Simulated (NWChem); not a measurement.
Species: C$_{3}$H$_{5}$F$_{3}$; SMILES C[C@@H](F)C(F)F

```xyz
11

C     -0.7507    -1.7488     0.3733
C      0.3112    -0.6637     0.3849
F      1.1237    -0.8050    -0.7334
C     -0.2790     0.7397     0.3582
F      0.7244     1.6608     0.3253
F     -1.0459     0.9069    -0.7586
H     -1.3843    -1.6415    -0.5114
H     -0.2728    -2.7320     0.3510
H     -1.3814    -1.6920     1.2678
H      0.9502    -0.7383     1.2747
H     -0.9040     0.9377     1.2384
```
Atoms are numbered in this order, from 1.

All runs: NWChem. Pople sets run with spherical d functions. The geometry was optimised at B3LYP/6-31G* (spherical d). Atomic charges in e: unrestrained fits to the electrostatic potential beside Mulliken populations; buried atoms are poorly determined by the fit.

Q: Predict the results for Hartree-Fock/6-31G*. Quantities: ESP C1; Mulliken C1; ESP C2; Mulliken C2; ESP F3; Mulliken F3; ESP C4; Mulliken C4; ESP F5; Mulliken F5; relative RMS misfit of the potential (%).

A: 
```json
{
  "ESP C1": "-0.27",
  "Mulliken C1": "-0.56",
  "ESP C2": "0.41",
  "Mulliken C2": "0.25",
  "ESP F3": "-0.31",
  "Mulliken F3": "-0.46",
  "ESP C4": "0.55",
  "Mulliken C4": "0.73",
  "ESP F5": "-0.30",
  "Mulliken F5": "-0.44",
  "relative RMS misfit of the potential (%)": "16"
}
```
